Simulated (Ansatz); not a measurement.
Energy difference R1 + R2 → P1 + P2, each structure at its B3LYP-D3(BJ)/def2-TZVP stationary point, reached from a drawn start (curvature not checked).
R1: H2O2 (SMILES OO), charge 0, multiplicity 1.
P1: H2O (SMILES O), charge 0, multiplicity 1.
P2, O4Ru (SMILES [O]=[Ru](=[O])(=[O])=[O]) (charge 0, multiplicity 1):
```xyz
5

Ru     0.00000     0.00000     0.00000
O      0.96909     0.96909     0.96909
O      0.96909    -0.96909    -0.96909
O     -0.96909     0.96909    -0.96909
O     -0.96909    -0.96909     0.96909
```
R2, O3Ru (SMILES [O]=[Ru](=[O])=[O]) (charge 0, multiplicity 1, Z-matrix in Å and degrees):
```
Ru
O 1 1.6742
O 1 1.6742 2 120.00
O 1 1.6742 2 120.00 3 180.00
```

P less R. No zero-point or thermal terms; singlets are restricted closed shells; no spin–orbit coupling. The spin states of the d-block species are the ones drawn and need not be the lowest.

Frozen-core correlation throughout.

Programs: Ansatz (a quantum-chemistry and plane-wave program) with Gaussian orbitals. All values are computed, each at the level named. Elements past Kr take the def2 small-core potentials, without spin–orbit coupling.

Task: What is the computed reaction energy (SCS-MP2/def2-TZVPP)?

Result: -376 kJ/mol

Task: What is the computed reaction energy (CCSD(T)/def2-QZVPP)?

Result: -242 kJ/mol

Task: Give the reaction energy at the level SCS-MP2/def2-SVP.

Result: -365 kJ/mol
